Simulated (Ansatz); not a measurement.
Reaction (SMILES): [SiH]=O (O-SiH) → O=[SiH-] (an electron is taken up)
B3LYP-D3(BJ)/def2-TZVP geometries, fixed; electronic energies without zero-point terms; positive where energy is released.

Basis-set convergence of the adiabatic electron affinity at wB97M-V with Ansatz (a first-principles code). Cartesian d functions, on some or all atoms, in 6-31G*, 6-31+G*, 6-311G**, 6-311+G**; all else is spherical. The program fits the integrals of some runs and decomposes those of others, by size. Open shells are unrestricted. The functional holds VV10 correlation; no added dispersion term, no relativity. Functions are those of the species that has most. Reference: the value in aug-pcseg-3, 2.002 eV, itself unsure by roughly 0.006 eV (its mean distance from aug-cc-pV(Q+d)Z, def2-QZVPPD). Deviations are taken from unrounded values.

```json
[
 {"basis": "6-31G*", "functions": "36", "adiabatic electron affinity (eV)": "1.461"},
 {"basis": "6-31+G*", "functions": "44", "adiabatic electron affinity (eV)": "1.997"},
 {"basis": "def2-SVP", "functions": "37", "adiabatic electron affinity (eV)": "1.516"},
 {"basis": "def2-SVPD", "functions": "55", "adiabatic electron affinity (eV)": "1.984"},
 {"basis": "pcseg-1", "functions": "37", "adiabatic electron affinity (eV)": "1.725"},
 {"basis": "aug-pcseg-1", "functions": "59", "adiabatic electron affinity (eV)": "2.054"},
 {"basis": "cc-pV(D+d)Z", "functions": "42", "adiabatic electron affinity (eV)": "1.466"},
 {"basis": "aug-cc-pV(D+d)Z", "functions": "64", "adiabatic electron affinity (eV)": "2.035"},
 {"basis": "6-311G**", "functions": "51", "adiabatic electron affinity (eV)": "1.611"},
 {"basis": "6-311+G**", "functions": "59", "adiabatic electron affinity (eV)": "2.022"},
 {"basis": "def2-TZVP", "functions": "74", "adiabatic electron affinity (eV)": "1.796"},
 {"basis": "def2-TZVPD", "functions": "92", "adiabatic electron affinity (eV)": "1.979"},
 {"basis": "pcseg-2", "functions": "78", "adiabatic electron affinity (eV)": "1.848"},
 {"basis": "aug-pcseg-2", "functions": "119", "adiabatic electron affinity (eV)": "2.003"},
 {"basis": "cc-pV(T+d)Z", "functions": "83", "adiabatic electron affinity (eV)": "1.718"},
 {"basis": "aug-cc-pV(T+d)Z", "functions": "124", "adiabatic electron affinity (eV)": "2.005"},
 {"basis": "def2-TZVPP", "functions": "87", "adiabatic electron affinity (eV)": "1.794"},
 {"basis": "def2-TZVPPD", "functions": "105", "adiabatic electron affinity (eV)": "1.976"},
 {"basis": "cc-pV(Q+d)Z", "functions": "149", "adiabatic electron affinity (eV)": "1.883"},
 {"basis": "aug-cc-pV(Q+d)Z", "functions": "215", "adiabatic electron affinity (eV)": "2.003"},
 {"basis": "def2-QZVPP", "functions": "157", "adiabatic electron affinity (eV)": "1.929"},
 {"basis": "def2-QZVPPD", "functions": "175", "adiabatic electron affinity (eV)": "1.991"},
 {"basis": "pcseg-3", "functions": "157", "adiabatic electron affinity (eV)": "1.959"},
 {"basis": "aug-pcseg-3", "functions": "223", "adiabatic electron affinity (eV)": "2.002"}
]
```

What the diffuse functions change, pair by pair:
- 6-31G* to 6-31+G*: 8 more functions, deviation -0.541 to -0.005 eV
- def2-SVP to def2-SVPD: 18 more functions, deviation -0.485 to -0.018 eV
- pcseg-1 to aug-pcseg-1: 22 more functions, deviation -0.277 to 0.052 eV
- cc-pV(D+d)Z to aug-cc-pV(D+d)Z: 22 more functions, deviation -0.536 to 0.033 eV
- 6-311G** to 6-311+G**: 8 more functions, deviation -0.390 to 0.020 eV
- def2-TZVP to def2-TZVPD: 18 more functions, deviation -0.206 to -0.022 eV
- pcseg-2 to aug-pcseg-2: 41 more functions, deviation -0.153 to 0.001 eV
- cc-pV(T+d)Z to aug-cc-pV(T+d)Z: 41 more functions, deviation -0.284 to 0.003 eV
- def2-TZVPP to def2-TZVPPD: 18 more functions, deviation -0.207 to -0.026 eV
- cc-pV(Q+d)Z to aug-cc-pV(Q+d)Z: 66 more functions, deviation -0.119 to 0.001 eV
- def2-QZVPP to def2-QZVPPD: 18 more functions, deviation -0.073 to -0.011 eV
- pcseg-3 to aug-pcseg-3: 66 more functions, deviation -0.042 to 0.000 eV

Leaving out the reference's own pair, they bring the value nearer the reference by more than 0.006 eV in 11 of 11 pairs.
